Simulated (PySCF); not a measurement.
Simulated C 1s region for `C=C(C)[Si@H](Cl)C[SiH3]`, binding energy against the vacuum level.

Every computed line was given a Gaussian of 0.5 eV full width at half maximum and an area set by the number of equivalent atoms; the highest printed point is 100. Level of theory: delta-SCF UKS SCAN, pcX-2 on the ionised atom, pcseg-1 elsewhere, spin-free X2C in PySCF.

(binding energy (eV), intensity): (289.4, 0), (289.5, 1), (289.6, 2), (289.7, 7), (289.8, 17), (289.9, 34), (290.0, 58), (290.1, 82), (290.2, 99), (290.3, 100), (290.4, 87), (290.5, 67), (290.6, 52), (290.7, 45), (290.8, 42), (290.9, 36), (291.0, 26), (291.1, 16), (291.2, 8), (291.3, 3), (291.4, 1), (291.5, 0)

Problem. Count the maxima, the lines and the sites behind this envelope.

Solution. The curve has 1 maximum (at 290.3 eV). Under it lie 4 lines from 4 inequivalent carbon sites. At this width some lines have no maximum of their own.

Problem. Decompose the envelope and assign each component. Numbering: `[CH2:1]=[C:2]([CH3:3])[Si@H:4]([Cl:5])[CH2:6][SiH3:7]`.

Solution. 
```json
{"position (eV)": "290.11", "relative area": "1", "line": "C 1s", "atoms": "C6", "environment": "sp3 carbon bound to silicon"}
{"position (eV)": "290.31", "relative area": "1", "line": "C 1s", "atoms": "C1", "environment": "terminal =CH2 carbon"}
{"position (eV)": "290.31", "relative area": "1", "line": "C 1s", "atoms": "C2", "environment": "fully substituted alkene carbon"}
{"position (eV)": "290.82", "relative area": "1", "line": "C 1s", "atoms": "C3", "environment": "allylic carbon"}
```

Problem. What are the centre and the root-mean-square width of the whole band?

Solution. The area-weighted mean of the lines is 290.39 eV. Their own spread about it is 0.26 eV (rms) and each Gaussian has σ = 0.5/2.355 = 0.21 eV; the variances add, which gives 0.34 eV.

The listed C 1s values span 0.71 eV, from C6 (bonded to 2 H and 2 Si) to C3 (bonded to C and 3 H). The widest gap between neighbouring values is 0.51 eV, between 290.31 and 290.82 eV. The values 290.31 and 290.31 eV lie too close for their order to be trusted.

No satellites, vibrations or lifetime broadening are included. One conformer (not necessarily the lowest) at the PBE0-D3(BJ)/def2-SVP geometry, without solvent, vibrations or thermal averaging.

Conformer computed: `[CH2:1]=[C:2]([CH3:3])[Si@H:4]([Cl:5])[CH2:6][SiH3:7]`: C1–C2–Si4–Cl5 127°, C2–Si4–C6–Si7 74°.
